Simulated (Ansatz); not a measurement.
Molecule: C3H12Si2, net charge 0, singlet state. 
Structure (B3LYP-D3(BJ)/def2-TZVP (Ansatz, a quantum-chemistry and plane-wave program) minimum search):
```
C
H 1 1.0979
C 1 1.5464 2 108.98
H 3 1.0944 1 109.18 2 -64.40
H 3 1.0945 4 105.90 1 117.43
C 3 1.5273 4 108.78 5 117.32
H 6 1.0915 3 110.91 4 -54.24
H 6 1.0917 7 107.59 3 122.56
H 6 1.0924 7 107.93 8 115.76
Si 1 1.8835 2 105.82 3 -119.48
H 10 1.4820 1 110.90 2 -51.86
H 10 1.4841 11 108.59 1 121.26
H 10 1.4846 11 108.88 12 117.58
Si 1 1.8859 2 106.53 3 122.64
H 14 1.4827 1 112.34 2 -46.69
H 14 1.4833 15 107.87 8 -171.12
H 14 1.4837 15 108.41 16 -117.50
```

Total electronic energies in hartree. Valence correlation only, unless marked. Spin-orbit coupling is left out. No relativistic terms. CBS(X,Y): correlation extrapolated as X^-3; Hartree-Fock from the larger set. The bracket is a focal-point correction in the basis named.

```
level                                                                 program  energy (Eh)
-------------------------------------------------------------  --------------  -----------
HF/cc-pV(T+d)Z                                                         Ansatz   -698.52471
RI-HF/aug-cc-pV(T+d)Z                                                  Ansatz   -698.52617
RI-HF/cc-pV(T+d)Z                                                      Ansatz   -698.52465
RI-HF/aug-cc-pV(Q+d)Z                                                  Ansatz   -698.53965
PBE-D3(BJ)/def2-TZVPD                                          Ansatz + dftd3   -700.10296
BLYP-D3(BJ)/def2-TZVPD                                         Ansatz + dftd3   -700.51127
B3LYP-D4/def2-TZVPD                                            Ansatz + dftd4   -700.65730
PBE0/6-31G*                                                            Ansatz   -700.07897
PBE0-D4/def2-TZVP                                              Ansatz + dftd4   -700.19053
PBE0/def2-TZVPD                                                        Ansatz   -700.17825
BHLYP-D3(BJ)/def2-TZVPD                                        Ansatz + dftd3   -700.52182
r2SCANh/def2-TZVPD                                                     Ansatz   -700.43837
r2SCAN0/def2-TZVPD                                                     Ansatz   -700.43133
LC-wPBE-D3(BJ)/def2-TZVPD                                      Ansatz + dftd3   -700.34606
LC-wPBE/def2-TZVPD                                                     Ansatz   -700.33057
B2PLYP/def2-TZVPD                                                      Ansatz   -700.20326
MP2/6-31G*                                                             Ansatz   -698.96870
MP2/cc-pV(Q+d)Z                                                        Ansatz   -699.38475
RI-MP2/cc-pV(Q+d)Z                                                     Ansatz   -699.38433
SCS-MP2/aug-cc-pV(D+d)Z                                                Ansatz   -699.16487
SCS-MP2/aug-cc-pV(T+d)Z                                                Ansatz   -699.35981
RI-MP2/CBS(cc-pV(T+d)Z,cc-pV(Q+d)Z)+[CCSD(T)-MP2]/cc-pV(D+d)Z          Ansatz    -699.5291
CCSD(T)/CBS(cc-pV(T+d)Z,cc-pV(Q+d)Z)                                   Ansatz    -699.5185
```

Totals of different functionals don't rank their quality; only differences between species are comparable.
